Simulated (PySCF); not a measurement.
These are B3LYP-D3(BJ)/def2-TZVP // r2SCAN-D4/def2-SVP (PySCF 2.14.0) values and carry that method's errors. Gas-phase values, no solvent. One relaxed conformer stands for a flexible species; it need not be the lowest. B3LYP has the VWN-RPA correlation part, as in Gaussian. 

Reference species: [Nb(F)5] (neutral, multiplicity 1).

- HOMO–LUMO gap = 8.20 eV
- LUMO = -3.80 eV
- mean distance from the central atom to its bonded neighbours = 1.853 Å

Changed species: [Nb(F)4(NH2)] (1 of 5 F replaced by NH2; the reference has 0 of 5 F replaced by NH2).

Question: Predict the effect on the HOMO–LUMO gap, LUMO and mean distance from the central atom to its bonded neighbours.

Answer: the HOMO–LUMO gap decreases by 2.85 eV, to 5.35 eV; the LUMO goes up by 0.37 eV, to -3.43 eV; the mean distance from the central atom to its bonded neighbours increases by 0.031 Å, to 1.884 Å.
